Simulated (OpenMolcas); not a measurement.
S I: effect of the IPEA shift

```json
{
  "Program": "OpenMolcas 26.06",
  "Basis": "ANO-RCC-VQZP [6s5p3d2f1g]",
  "Scalar Hamiltonian": "DKH2, point nucleus",
  "Active space": "6 electrons in 8 orbitals (3s 3p 4s 4p)",
  "State averaging": "2S+1 = 3 even, 3 roots; 2S+1 = 1 even, 6 roots; 2S+1 = 3 odd, 3 roots (0 in the spin-orbit step)",
  "Spin-orbit coupling": "state interaction with AMFI integrals over the reference wave functions, term energies averaged over their components"
}
```

Methods on the same reference wave functions:
A. CASSCF
B. SS-CASPT2, IPEA 0.25 Eh, imaginary shift 0.1 Eh (closed shells correlated: 2s 2p)
C. SS-CASPT2, IPEA 0.5 Eh, imaginary shift 0.1 Eh (closed shells correlated: 2s 2p)

Energies in cm⁻¹ above 3s² 3p⁴ ³P₂, the measured ground level; measured values from NIST Handbook of Basic Atomic Spectroscopic Data.

| Level | A | B | C | Measured |
| --- | --- | --- | --- | --- |
| 3s² 3p⁴ ³P₂ | 0.0 | 0.0 | 0.0 | 0.0 |
| 3s² 3p⁴ ³P₁ | 359 | 361 | 361 | 396 |
| 3s² 3p⁴ ³P₀ | 523 | 525 | 525 | 574 |
| 3s² 3p⁴ ¹D₂ | 11430 | 9540 | 9440 | 9239 |
| 3s² 3p⁴ ¹S₀ | 20454 | 22310 | 22250 | 22180 |

Deviations, from unrounded energies. A percentage is the sum of absolute deviations over the sum of measured energies, with the sign that they share, or ± where signs differ.

```
                        Against measurement  Levels      A     B     C
             mean absolute deviation (cm-1)       4   1000   130    89
      fine structure of the ground term (%)       2   -9.0  -8.7  -8.6
other terms of the ground configuration (%)       2  ±12.5  +1.4  +0.9
```

C lies closest to measurement on these levels and A furthest from it. The largest miss of C in the table is 3s² 3p⁴ ¹D₂, by +200 cm-1. The ranking rests on the paired levels alone, and a cruder setting can come out closer through cancelling errors.

Between B and C the level of the table that moves most is 3s² 3p⁴ ¹D₂, by 100 cm-1 (lowest in C, highest in B). Moves below CASPT2's spread within the term are not significant.

The mean deviations of B to C differ by less than CASPT2's widest spread within a term (71 cm-1), so their order carries little weight.

From A to B the spin-free energies of the other terms of 3s² 3p⁴ shown, above ³P, scale by factors of 0.83 to 1.09.

The lowest spin-free term lies below A's lowest term by 0.158 hartree in B, 0.154 hartree in C.

CASPT2 does not keep the components of a term degenerate, so their means are used; among the terms shown or strongly mixed into the levels shown the widest spread is 71 cm-1 (3s² 3p⁴ ¹D, C). Active for correlation alone: 4p 4s; no level in the range computed is led by a configuration that fills them, so any true level of that kind is missing. No level of 3s 3p⁵ was computed, though it lies in the active space. Without dynamic correlation excited terms often stand tens of per cent too high (terms of higher spin than the ground term too low), and those without a measured partner can miss by more than the paired ones (holds for A). Computed and measured levels are paired by configuration, term and J; levels that our copy of the source lacks, or whose pairing is in doubt (as where it misses far off the trend of its configuration), stay unpaired and out of the deviations. Only configurations of the active space appear.
